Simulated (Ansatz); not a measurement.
Ansatz (a quantum-chemistry and plane-wave program) job for CHF₂, SMILES F[CH]F, multiplicity 2, B3LYP-D3(BJ)/def2-TZVP. 

Ansatz 0.2 input:
```yaml
crystal:
  periodic: [false, false, false]
  atoms:
    - {symbol: F, position_ang: [-0.02569105, 0.24266914, -1.09583038]}
    - {symbol: C, position_ang: [0.13521901, -0.48602201, -0.00000000]}
    - {symbol: F, position_ang: [-0.02569105, 0.24266914, 1.09583038]}
    - {symbol: H, position_ang: [-0.34887512, -1.45191247, -0.00000000]}
basis:
  gaussian:
    orbitals: def2-TZVP
hamiltonian:
  xc: b3lyp
  dispersion: d3bj
magnetization: {spin_polarized: true, initial_magnetization: 1}
relax: {f_tol: 0.002, max_steps: 200}
```

Output:

```
WARN ansatz: RAYON_NUM_THREADS=1 ignored (pool sized by the plan → 1); use --threads N
Functional definition: B3LYP
integrals: 0.02 GiB planned
536 factors; their error is unknown
mean field: 0.28 GiB planned
mean field evaluation 1: about -6486.7851 eV, gradient 1.9e1 eV
mean field evaluation 2: about -6486.5614 eV, gradient 2.3e1 eV
mean field evaluation 4: about -6487.8618 eV, gradient 8.7e-1 eV
mean field evaluation 8: about -6487.8798 eV, gradient 2.4e-2 eV
mean field evaluation 16: about -6487.8798 eV, gradient 1.3e-5 eV
mean field -6487.87977615 eV, -238.4251841306 hartree, gradient 1.3e-5 eV, S^2 0.752373; 0 other end points of the search recorded, 0 dependent functions left out
the calculation of the forces begins
reference -6487.87993283 eV, -238.4251898885 hartree; 13, 12 occupied and 86, 87 virtual orbitals, 536 factors
relax step   1: F+E_penalty+E_count = -6487.92819504 eV  Δ(F+E_penalty+E_count) = +0.000e0 eV  max|allowed force component| = 5.452e-1 eV/Å  Δτ_max = 0.0000 Å  (30 SCF iters, accepted)
these checks for a lower state are left out or cut short: starts, cluster_reference, orbital_swaps, neighbouring_geometries, increment
integrals: 0.02 GiB planned
536 factors; their error is unknown
mean field: 0.28 GiB planned
mean field -6487.88844254 eV, -238.4255026147 hartree, gradient 1.9e-5 eV, S^2 0.752243; 0 other end points of the search recorded, 0 dependent functions left out
the calculation of the forces begins
reference -6487.88859882 eV, -238.4255083578 hartree; 13, 12 occupied and 86, 87 virtual orbitals, 536 factors
relax step   2: F+E_penalty+E_count = -6487.93688865 eV  Δ(F+E_penalty+E_count) = -8.694e-3 eV  max|allowed force component| = 1.043e-1 eV/Å  Δτ_max = 0.0283 Å  (31 SCF iters, accepted)
these checks for a lower state are left out or cut short: starts, cluster_reference, orbital_swaps, neighbouring_geometries, increment
integrals: 0.02 GiB planned
536 factors; their error is unknown
mean field: 0.28 GiB planned
mean field evaluation 32: about -6487.8890 eV, gradient 1.8e-5 eV
mean field -6487.88903807 eV, -238.4255245001 hartree, gradient 1.8e-5 eV, S^2 0.752258; 0 other end points of the search recorded, 0 dependent functions left out
the calculation of the forces begins
reference -6487.88919455 eV, -238.4255302505 hartree; 13, 12 occupied and 86, 87 virtual orbitals, 536 factors
relax step   3: F+E_penalty+E_count = -6487.93747054 eV  Δ(F+E_penalty+E_count) = -5.819e-4 eV  max|allowed force component| = 2.195e-2 eV/Å  Δτ_max = 0.0032 Å  (33 SCF iters, accepted)
these checks for a lower state are left out or cut short: starts, cluster_reference, orbital_swaps, neighbouring_geometries, increment
integrals: 0.02 GiB planned
536 factors; their error is unknown
mean field: 0.28 GiB planned
mean field -6487.88907129 eV, -238.4255257207 hartree, gradient 1.8e-5 eV, S^2 0.752259; 0 other end points of the search recorded, 0 dependent functions left out
the calculation of the forces begins
reference -6487.88922776 eV, -238.4255314709 hartree; 13, 12 occupied and 86, 87 virtual orbitals, 536 factors
relax step   4: F+E_penalty+E_count = -6487.93750185 eV  Δ(F+E_penalty+E_count) = -3.130e-5 eV  max|allowed force component| = 5.852e-3 eV/Å  Δτ_max = 0.0009 Å  (33 SCF iters, accepted)
these checks for a lower state are left out or cut short: starts, cluster_reference, orbital_swaps, neighbouring_geometries, increment
integrals: 0.02 GiB planned
536 factors; their error is unknown
mean field: 0.28 GiB planned
mean field -6487.88904574 eV, -238.4255247817 hartree, gradient 1.8e-5 eV, S^2 0.752261; 0 other end points of the search recorded, 0 dependent functions left out
the calculation of the forces begins
reference -6487.88920228 eV, -238.4255305345 hartree; 13, 12 occupied and 86, 87 virtual orbitals, 536 factors
relax step   5: F+E_penalty+E_count = -6487.93747657 eV  Δ(F+E_penalty+E_count) = +2.527e-5 eV  max|allowed force component| = 4.528e-2 eV/Å  Δτ_max = 0.0011 Å  (33 SCF iters, rejected (line search))
these checks for a lower state are left out or cut short: starts, cluster_reference, orbital_swaps, neighbouring_geometries, increment
integrals: 0.02 GiB planned
536 factors; their error is unknown
mean field: 0.28 GiB planned
mean field -6487.88907523 eV, -238.4255258655 hartree, gradient 1.8e-5 eV, S^2 0.752259; 0 other end points of the search recorded, 0 dependent functions left out
the calculation of the forces begins
reference -6487.88923170 eV, -238.4255316156 hartree; 13, 12 occupied and 86, 87 virtual orbitals, 536 factors
relax step   6: F+E_penalty+E_count = -6487.93750566 eV  Δ(F+E_penalty+E_count) = -3.813e-6 eV  max|allowed force component| = 5.394e-4 eV/Å  Δτ_max = 0.0004 Å  (33 SCF iters, accepted)
integrals: 0.02 GiB planned
536 factors; their error is unknown
mean field: 0.28 GiB planned
mean field evaluation 64: about -6487.8891 eV, gradient 1.8e-5 eV
mean field -6487.88907523 eV, -238.4255258655 hartree, gradient 1.8e-5 eV, S^2 0.752259; 1 other end points of the search recorded, 0 dependent functions left out
the calculation of the forces begins
reference -6487.88923170 eV, -238.4255316156 hartree; 13, 12 occupied and 86, 87 virtual orbitals, 536 factors
Total energy: -6487.93766213 eV, -238.4273114011 hartree
Atom 0 at    -0.033830     0.238547    -1.097355 Å, force    -0.000047    -0.000168     0.000201 eV/Å
Atom 1 at     0.161002    -0.486204     0.000000 Å, force    -0.000058    -0.000203    -0.000000 eV/Å
Atom 2 at    -0.033830     0.238547     1.097355 Å, force    -0.000047    -0.000168    -0.000201 eV/Å
Atom 3 at    -0.358379    -1.443487    -0.000000 Å, force     0.000152     0.000539     0.000000 eV/Å
Dipole moment:    -0.084907    -0.271294     0.000000 e Å
```

The calculation finished and met its thresholds.

Cost: very roughly 9 core-seconds.
